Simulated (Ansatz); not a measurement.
`[CH3][Ge]([NH2])([Cl])[Cl]` + NH₃ → `[NH2][Ge]([NH2])([Cl])[Cl]` + CH₄ at 500 K and 1 bar (ligand exchange at a Ge–C bond).

Calculated with Ansatz (gas phase, PBE0-D4/def2-TZVP geometries, no zero-point term in ΔE). CCSD(T)/CBS is the MP2 limit (def2-TZVPP, def2-QZVPP) plus CCSD(T) − MP2 in def2-TZVPP, frozen cores. This one scheme is used for every species. For Ge outer-core shells are correlated without core-valence functions, which leaves a few kJ/mol of doubt a bond. Scalar relativity is left out up to krypton. One conformer a species, not always the lowest.

```json
{"species": "`[CH3][Ge]([NH2])([Cl])[Cl]`", "CCSD(T)/CBS energy (Eh)": "-3091.55637", "H − E (kJ/mol)": "224.0", "S (J/(mol·K))": "461.4"}
{"species": "NH₃", "CCSD(T)/CBS energy (Eh)": "-56.50880", "H − E (kJ/mol)": "108.2", "S (J/(mol·K))": "211.8"}
{"species": "`[NH2][Ge]([NH2])([Cl])[Cl]`", "CCSD(T)/CBS energy (Eh)": "-3107.61496", "H − E (kJ/mol)": "195.6", "S (J/(mol·K))": "433.5"}
{"species": "CH₄", "CCSD(T)/CBS energy (Eh)": "-40.46206", "H − E (kJ/mol)": "135.6", "S (J/(mol·K))": "206.8"}
```

H − E and S are ideal-gas, rigid-rotor, harmonic terms from PBE0-D4/def2-TZVP, for one conformer and one mirror image of each species. 1 Eh = 2625.50 kJ/mol, R = 8.31446 J/(mol·K).

Task: By hand: ΔE, ΔH, ΔS and ΔG.

Result: ΔE = (-3107.61496) + (-40.46206) − (-3091.55637) − (-56.50880) = -0.01185 Eh = -31.1 kJ/mol. Δ(H − E) = 195.6 + 135.6 − 224.0 − 108.2 = -1.0, so ΔH = -32.1 kJ/mol. ΔS = 433.5 + 206.8 − 461.4 − 211.8 = -32.9 J/(mol·K). ΔG = -32.1 − 500 × (-32.9)/1000 = -15.7 kJ/mol.

Task: By hand: the equilibrium constant, and the temperature at which ΔG would vanish if ΔH and ΔS stayed fixed.

Result: log₁₀ K = −ΔG/(RT ln 10) = 1.6. ΔG = 0 at ΔH/ΔS = 976 K.

TΔS isn't small against ΔH here. A doubt of 5 kJ/mol in ΔE shifts log₁₀ K by 0.5 here. Other conformers and mirror images would add mixing entropy, several J/(mol·K) or more a flexible species. Modes under 60 cm⁻¹, often nearly free rotors, make the harmonic entropy too high. These are equilibria of isolated gas molecules and say nothing of rates. Largest T1 diagnostic: 0.010 (customary marks: 0.02 for closed shells, 0.045 for open ones).
